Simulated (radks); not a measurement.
Polarisability of the argon ion Ar7+, [Ne] 3s1, at imaginary frequency. Method: scalar-relativistic Kohn-Sham, LDA (Slater exchange, VWN5 correlation), spin-polarised, spherical densities, finite nucleus; open shells are filled with parallel spins first; Fermi nuclear charge, rms radius 3.4274 fm; computed with a radial shooting solver on a logarithmic mesh with Libxc functionals. Response by self-consistent Sternheimer equations with the Hartree and adiabatic LDA kernel, the relativistic mass of each level held fixed and spin-orbit coupling left out.

w (hartree)  alpha1(iw) (bohr^3)  alpha2(iw) (bohr^5)
0.00266                    1.266               0.7763
0.0143                     1.265               0.7762
0.0360                     1.262               0.7759
0.0697                     1.253               0.7748
0.118                      1.230               0.7720
0.186                      1.180               0.7658
0.280                      1.087               0.7528
0.413                     0.9350               0.7272
0.605                     0.7261               0.6790
0.892                     0.4965               0.5946
1.35                      0.2994               0.4654
2.12                      0.1652               0.3069
3.59                     0.08818               0.1608
6.94                     0.04582              0.06163
17.5                     0.01667              0.01402

Static values: alpha1 = 1.266 bohr^3 (0.1876 angstrom^3; uncoupled 1.501), alpha2 = 0.7763 bohr^5, alpha3 = 0.9135 bohr^7. C6 = 0.8910, C8 = 3.884, triple-dipole C9 = 0.8067 atomic units. One-pole (London) frequency 4 C6 / (3 alpha1^2) = 0.742 hartree, against 4.996 for minus the highest occupied eigenvalue.
